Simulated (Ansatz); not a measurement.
C₂H₃O, SMILES [CH2]C=O, multiplicity 2.

Geometry: B3LYP-D3(BJ)/def2-TZVP. The isomer is the one that the SMILES or the coordinates give; other isomers of the formula were not compared.

Two levels are set side by side: PBE/def2-TZVPD (Ansatz, a quantum-chemistry and plane-wave program) and PBE0/def2-TZVPD (Ansatz). Energy differences of separate SCF runs at the same geometry; the states with an electron removed or added have multiplicity 3 and 1. Differences are taken from unrounded values.

```json
[
 {"quantity": "vertical ionisation energy (eV)", "PBE0": "10.12"},
 {"quantity": "vertical electron affinity (eV)", "PBE0": "1.52"}
]
```

Question: What does PBE give, and how far is it from PBE0? (Estimate from the structure and the level; the computed values follow.)

Answer: 
| quantity | PBE | PBE minus PBE0 |
|---|---|---|
| vertical ionisation energy (eV) | 10.10 | -0.01 |
| vertical electron affinity (eV) | 1.66 | 0.14 |
